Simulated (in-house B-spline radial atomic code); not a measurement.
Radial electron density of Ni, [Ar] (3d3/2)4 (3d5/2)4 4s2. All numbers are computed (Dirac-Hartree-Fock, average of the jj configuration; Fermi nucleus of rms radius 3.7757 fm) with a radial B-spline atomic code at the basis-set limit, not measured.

Columns: r (bohr), 4πr²n(r) (electrons per bohr), bar.

```
 0.00243    1.097 #
 0.00298    1.587 ##
 0.00366    2.284 ###
 0.00449    3.253 ####
 0.00551    4.588 #####
 0.00676    6.385 #######
 0.00829     8.74 ##########
  0.0102    11.79 #############
  0.0125    15.45 ##################
  0.0153    19.64 ######################
  0.0188    24.22 ############################
   0.023    28.52 #################################
  0.0282    32.02 #####################################
  0.0346    33.94 #######################################
  0.0425    33.75 #######################################
  0.0521    31.62 ####################################
  0.0639    28.68 #################################
  0.0784    26.83 ###############################
  0.0961    27.82 ################################
   0.118    31.88 ####################################
   0.145    36.73 ##########################################
   0.177    38.45 ############################################
   0.218    34.43 #######################################
   0.267    26.13 ##############################
   0.327    18.45 #####################
   0.402    15.84 ##################
   0.493    18.09 #####################
   0.604    20.51 #######################
   0.741    19.24 ######################
   0.909    14.44 #################
    1.11    9.008 ##########
    1.37    4.784 #####
    1.68    2.566 ###
    2.06    1.549 ##
    2.52    1.055 #
     3.1   0.7082 #
     3.8   0.4213 
    4.66    0.202 
    5.71  0.07312 
    7.01  0.01828 
     8.6 0.002947 
    10.5 0.0002936
```

On this grid the curve has 3 maxima, near 0.0346, 0.177, 0.604 bohr.

The 3d3/2 radial function P(r) = rR(r), positive near the nucleus, with its small component Q(r) (sign convention: Q ≈ (P' + κP/r)/2c):

```tsv
r (bohr)	P	Q
0.0188	0.00129	0.001153
0.0282	0.003927	0.002339
0.0425	0.01171	0.004563
0.0639	0.03291	0.00829
0.0961	0.08577	0.0137
0.145	0.2023	0.01992
0.218	0.411	0.02428
0.327	0.6957	0.0236
0.493	0.9445	0.01697
0.741	0.98	0.008432
1.11	0.7709	0.002696
1.68	0.4488	0.0002971
2.52	0.1882	-0.0001742
3.8	0.0491	-9.376e-05
5.71	0.00662	-1.688e-05
```
